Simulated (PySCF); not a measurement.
```xyz
6
charge 0 multiplicity 1, angstrom
Tc    0.0000    0.0000   -0.0449
N     0.0000    0.0000   -1.6453
F     1.2729    1.2729    0.3618
F    -1.2729    1.2729    0.3618
F    -1.2729   -1.2729    0.3618
F     1.2729   -1.2729    0.3618
```

Level of theory: PySCF, B3LYP, basis Tc def2-SVP with ECP28, N def2-SVP, F def2-SVP (scalar-relativistic core potentials, no spin–orbit coupling, density fitting).

This geometry of TcNF₄ is a stationary point at this level.

(1) What is the point group?

(2) Is it a minimum?

(3) Which band is strongest in the infrared?

(4) Give the atomic charges and bond orders.

Answers

(1) C4v.

(2) Yes: all harmonic wavenumbers are real.

(3) 717 cm⁻¹ (e), 391 km/mol.

(4) 
```tsv
atom	Mulliken	Löwdin	polar tensor	Mayer order to Tc1
Tc1	1.22	0.30	2.48	–
N2	-0.03	0.16	-0.25	2.76
F3,4,5,6	-0.30	-0.12	-0.56	1.00
```

Stability towards spin polarisation was not tested. Other isomers or separated fragments may lie lower.
